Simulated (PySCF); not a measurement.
C$_{2}$H$_{6}$Cl$_{2}$OSi (SMILES CCO[SiH](Cl)Cl), singlet, at a GFN2-xTB geometry; DF-PBE0/pcseg-1 in PySCF.

PySCF was given this input:
```python
from pyscf import gto, scf, dft

mol = gto.Mole()
mol.atom = '''
    Si    0.442579    0.228643    0.658313
    Cl    1.629639   -1.357610    0.287851
    Cl    1.117046    1.782298   -0.434113
    O    -1.097573   -0.096287    0.342192
    C    -1.807798   -0.487444   -0.813441
    C    -3.274300   -0.665769   -0.460038
    H     0.353549    0.538157    2.065428
    H    -1.688771    0.282839   -1.583621
    H    -1.386793   -1.425617   -1.191915
    H    -3.681500    0.267931   -0.081619
    H    -3.831565   -0.967008   -1.342444
    H    -3.381492   -1.427420    0.307558
'''
mol.basis = 'pcseg-1'
mol.charge = 0
mol.spin = 0
mol.verbose = 4
mol.max_memory = 1800
mol.build()

mf = dft.RKS(mol)
mf.xc = 'pbe0'
mf = mf.density_fit(auxbasis='def2-universal-jkfit')
mf.kernel()
```

What the program printed (banner, timings and long lists left out):

```
PySCF version 2.14.0

[INPUT] verbose = 4
[INPUT] num. atoms = 12
[INPUT] num. electrons = 74
[INPUT] charge = 0
[INPUT] spin (= nelec alpha-beta = 2S) = 0
[INPUT] symmetry False subgroup None
[INPUT] Mole.unit = angstrom
[INPUT] Symbol           X                Y                Z      unit          X                Y                Z       unit  Magmom
[INPUT]  1 Si     0.442579000000   0.228643000000   0.658313000000 AA    0.836353098484   0.432072650299   1.244031274241 Bohr   0.0
[INPUT]  2 Cl     1.629639000000  -1.357610000000   0.287851000000 AA    3.079571391910  -2.565511083971   0.543959554682 Bohr   0.0
[INPUT]  3 Cl     1.117046000000   1.782298000000  -0.434113000000 AA    2.110911008541   3.368055092360  -0.820354677113 Bohr   0.0
[INPUT]  4 O     -1.097573000000  -0.096287000000   0.342192000000 AA   -2.074112371717  -0.181956059356   0.646649162017 Bohr   0.0
[INPUT]  5 C     -1.807798000000  -0.487444000000  -0.813441000000 AA   -3.416243108536  -0.921135661062  -1.537180708492 Bohr   0.0
[INPUT]  6 C     -3.274300000000  -0.665769000000  -0.460038000000 AA   -6.187530249663  -1.258121072226  -0.869345826893 Bohr   0.0
[INPUT]  7 H      0.353549000000   0.538157000000   2.065428000000 AA    0.668110781614   1.016969342018   3.903093250008 Bohr   0.0
[INPUT]  8 H     -1.688771000000   0.282839000000  -1.583621000000 AA   -3.191314677108   0.534488247346  -2.992609975110 Bohr   0.0
[INPUT]  9 H     -1.386793000000  -1.425617000000  -1.191915000000 AA   -2.620658961464  -2.694025688524  -2.252392913761 Bohr   0.0
[INPUT] 10 H     -3.681500000000   0.267931000000  -0.081619000000 AA   -6.957026727586   0.506316210281  -0.154237556561 Bohr   0.0
[INPUT] 11 H     -3.831565000000  -0.967008000000  -1.342444000000 AA   -7.240608478469  -1.827380280263  -2.536851497566 Bohr   0.0
[INPUT] 12 H     -3.381492000000  -1.427420000000   0.307558000000 AA   -6.390093772408  -2.697432864727   0.581200387419 Bohr   0.0

nuclear repulsion = 453.203733794376
number of shells = 30
number of NR pGTOs = 249
number of NR cGTOs = 126
basis = pcseg-1
ecp = {}

******** <class 'pyscf.df.df_jk.DFRKS'> ********
method = DFRKS
initial guess = minao
damping factor = 0
level_shift factor = 0
DIIS = <class 'pyscf.scf.diis.CDIIS'>
diis_start_cycle = 1
diis_space = 8
diis_damp = 0
SCF conv_tol = 1e-09
SCF conv_tol_grad = None
SCF max_cycles = 50
direct_scf = False
XC library pyscf.dft.libxc version 7.1.2
    S. Lehtola, C. Steigemann, M. J. T. Oliveira, and M. A. L. Marques,  SoftwareX 7, 1–5 (2018)
XC functionals = pbe0
    C. Adamo and V. Barone,  J. Chem. Phys. 110, 6158 (1999)
    M. Ernzerhof and G. E. Scuseria,  J. Chem. Phys. 110, 5029 (1999)
radial grids:
    Treutler-Ahlrichs [JCP 102, 346 (1995); DOI:10.1063/1.469408] (M4) radial grids

becke partition: Becke, JCP 88, 2547 (1988); DOI:10.1063/1.454033
pruning grids: <function nwchem_prune>
grids dens level: 3
symmetrized grids: False
atomic radii adjust function: <function treutler_atomic_radii_adjust>
small_rho_cutoff = 0
Set gradient conv threshold to 3.16228e-05
Initial guess from minao.
tot grids = 158112
******** <class 'pyscf.df.df.DF'> ********
auxbasis = def2-universal-jkfit
init E= -1365.01233743884
  HOMO = -0.36136840760358  LUMO = -0.0114645439348133  gap/eV = 9.52137
cycle= 1 E= -1364.30801191012  delta_E= 0.704  |g|= 0.63  |ddm|= 3.47
  HOMO = -0.236172443346003  LUMO = 0.00945566237146966  gap/eV = 6.68388
cycle= 2 E= -1364.20804686755  delta_E=  0.1  |g|= 0.964  |ddm|= 1.44
  HOMO = -0.327723002792611  LUMO = 0.0229847080861942  gap/eV = 9.54324
cycle= 3 E= -1364.38992144955  delta_E= -0.182  |g|= 0.107  |ddm|= 0.89
  HOMO = -0.322733124152941  LUMO = 0.0229060381268091  gap/eV = 9.40532
cycle= 4 E= -1364.39240217177  delta_E= -0.00248  |g|= 0.0304  |ddm|= 0.146
  HOMO = -0.325102763636325  LUMO = 0.0213805125202495  gap/eV = 9.42829
cycle= 5 E= -1364.39264518776  delta_E= -0.000243  |g|= 0.00569  |ddm|= 0.0397
  HOMO = -0.324584390677944  LUMO = 0.0222165078841874  gap/eV = 9.43693
cycle= 6 E= -1364.39265337538  delta_E= -8.19e-06  |g|= 0.00134  |ddm|= 0.00832
  HOMO = -0.324625906807663  LUMO = 0.0220742281815496  gap/eV = 9.43419
cycle= 7 E= -1364.39265385265  delta_E= -4.77e-07  |g|= 0.00028  |ddm|= 0.0017
  HOMO = -0.324657779214565  LUMO = 0.0220659052153893  gap/eV = 9.43483
cycle= 8 E= -1364.39265387054  delta_E= -1.79e-08  |g|= 8.59e-05  |ddm|= 0.000327
  HOMO = -0.32465097187991  LUMO = 0.0220718406266593  gap/eV = 9.43481
cycle= 9 E= -1364.39265387245  delta_E= -1.91e-09  |g|= 1.05e-05  |ddm|= 0.000106
  HOMO = -0.32465076865002  LUMO = 0.0220712533566232  gap/eV = 9.43479
cycle= 10 E= -1364.39265387247  delta_E= -1.32e-11  |g|= 2.82e-06  |ddm|= 1.25e-05
  HOMO = -0.324650215764504  LUMO = 0.022071194534198  gap/eV = 9.43477
Extra cycle  E= -1364.39265387248  delta_E= -8.41e-12  |g|= 3.17e-06  |ddm|= 5.93e-06
converged SCF energy = -1364.39265387248
```
